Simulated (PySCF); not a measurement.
## Selenium: a sound run and one with changed settings

Sound run: Se(2+) [Ar] 3d10 4s2 4p2, Se(3+) [Ar] 3d10 4s2 4p1. Computed with PySCF 2.14 in aug-cc-pVDZ-PP with ECP10MDF (5s4p3d, 32 functions), with scalar relativity through the core potential. In the sound run the correlated levels freeze 3s2 3p6 3d10 outside the core potential. The sound run starts from symmetry-adapted Hartree-Fock orbitals and uses a fine grid where one is needed.

Changed run: a valence shell is frozen. This setting is unsound on purpose.

| species | method | sound run (hartree) | changed run (hartree) | converged |
| --- | --- | --- | --- | --- |
| Se(2+) | MP2 | -370.81171 | -370.77211 | yes |
| Se(2+) | CCSD(T) | -370.82881 | -370.77395 | yes |

Ionisation energy of Se(2+):

| method | sound run (eV) | changed run (eV) |
| --- | --- | --- |
| UHF | 30.974 | 30.974 |
| MP2 | 31.236 | 31.095 |
| SCS-MP2 | 31.173 | 31.014 |
| CCSD | 31.268 | 31.145 |
| CCSD(T) | 31.274 | 31.145 |
| CCSDT | n/a | 31.145 |
| FCI | n/a | 31.145 |

Freezing a valence shell removes pair correlation that changes on ionisation.

For comparison, NIST gives 31.697 ± 0.019 eV between the lowest levels.
